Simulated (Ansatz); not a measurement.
The same path of CH₅BFNS (10 atoms, charge 0, multiplicity 1) was run twice with different band settings. The coordinate that changes most is the dihedral F4–C3–S5–H10.

These are results of RKS LDA/6-31G* (Ansatz 0.2.0), not measurements.

Relaxed end points:

```xyz
10
Properties=species:S:1:pos:R:3
B 0.087 1.289 1.047
N 0.215 -0.074 0.803
C 0.046 -0.797 -0.409
F -0.911 -1.763 -0.221
S -0.424 0.324 -1.758
H 0.262 1.680 2.174
H -0.176 2.031 0.132
H 0.437 -0.708 1.578
H 0.978 -1.330 -0.688
H -0.432 -0.704 -2.654
```

```xyz
10
Properties=species:S:1:pos:R:3
B -0.075 1.223 0.874
N 0.179 -0.132 0.686
C 0.366 -0.918 -0.493
F -0.337 -2.084 -0.304
S -0.100 -0.105 -2.028
H -0.178 1.603 2.015
H -0.179 1.957 -0.075
H 0.274 -0.732 1.514
H 1.433 -1.195 -0.632
H -1.302 0.333 -1.554
```

Common settings: climbing image yes; spring 5.0 eV/Å²; optimiser quadratic models (default); start path IDPP; force threshold 0.03 eV/Å; iteration limit 60; end points relaxed.

| run | movable images |
| --- | --- |
| 1 | 7 |
| 2 | 3 |

(1) What does each run give, and how far can it be trusted?

## Answers

(1) Run 1: converged after 6 iterations, highest image 0.145 eV above the first end. A vibrational analysis at the climbing image gives one clearly imaginary mode, 287i cm⁻¹: a first-order saddle point.
Run 2: converged after 6 iterations, highest image 0.145 eV above the first end. Another band between the same ends (7 images) ends at a top of the same energy, where a vibrational analysis finds 1 clearly imaginary mode. So few images can step over the top or miss a turn of the path.
